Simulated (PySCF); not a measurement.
C₄H₇FSi, SMILES C(=C(\[SiH3])F)/C=C.

Geometry optimised at ωB97X-D3(BJ)/def2-SVP. The structure was generated by enumeration; whether it is a known compound was not checked. Other conformers were not sampled.

Method: PySCF with PBE/def2-TZVP.

Isolated molecule, no solvent.

```json
{
  "total_energy": "-545.57226 hartree",
  "point_group": "Cs",
  "highest_occupied_level": "-5.84 eV",
  "lowest_empty_level": "-2.15 eV",
  "orbital_gap": "3.69 eV",
  "dipole_moment": "1.10 D",
  "quadrupole, principal values (traceless, Buckingham form, about the centre of nuclear charge)": "-4.33, 0.00, 4.33 D·Å",
  "mean_static_polarisability": "86.8 bohr³ (12.86 Å³)",
  "polarisability_principal_values": "54.2, 69.5, 136.6 bohr³"
}
```
